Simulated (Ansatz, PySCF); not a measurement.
This PySCF input computes a r2SCAN/def2-TZVPD energy:

```python
from pyscf import gto, scf, dft

mol = gto.M(
    atom='''
    Si    0.28365831    0.25519452    0.28873510
    C    -1.54645562    0.24744400    0.19044087
    F     0.88766646   -0.77143097   -0.79324826
    H     0.81460811    1.60346374   -0.00388807
    H     0.76546288   -0.20544996    1.61137003
    H    -2.13876868    1.15273171    0.26199539
    H    -2.12278315   -0.66525398    0.08482042
    ''',
    basis='def2-tzvpd',
    charge=0,
    spin=1,
    verbose=4,
)

mf = dft.UKS(mol, xc='r2scan').density_fit(auxbasis='def2-universal-jkfit')
mf.grids.level = 4
mf.conv_tol = 1e-9
mf.max_cycle = 100
mf.max_memory = 1500
mf.kernel()
if not mf.converged:
    mf = mf.newton()
    mf.kernel(mf.make_rdm1())
for _ in range(2):
    mo, _, stable, _ = mf.stability(return_status=True)
    if stable:
        break
    mf.kernel(mf.make_rdm1(mo, mf.mo_occ))
mf.analyze()
```

### Question
Write an input for the same energy in Ansatz (a quantum-chemistry and plane-wave program) and say what it gives.

### Answer

Ansatz 0.2 input:
```yaml
crystal:
  periodic: [false, false, false]
  atoms:
    - {symbol: Si, position_ang: [0.28365831, 0.25519452, 0.28873510]}
    - {symbol: C, position_ang: [-1.54645562, 0.24744400, 0.19044087]}
    - {symbol: F, position_ang: [0.88766646, -0.77143097, -0.79324826]}
    - {symbol: H, position_ang: [0.81460811, 1.60346374, -0.00388807]}
    - {symbol: H, position_ang: [0.76546288, -0.20544996, 1.61137003]}
    - {symbol: H, position_ang: [-2.13876868, 1.15273171, 0.26199539]}
    - {symbol: H, position_ang: [-2.12278315, -0.66525398, 0.08482042]}
basis:
  gaussian:
    orbitals: def2-TZVPD
hamiltonian:
  xc: {name: r2SCAN}
magnetization: {spin_polarized: true, initial_magnetization: 1}
output: {forces: true}
```
It gives -429.82898 Eh, and PySCF -429.82907 Eh, a difference of 0.09 mEh, from the treatment of integrals and grids.

It need not be the lowest isomer of its formula.
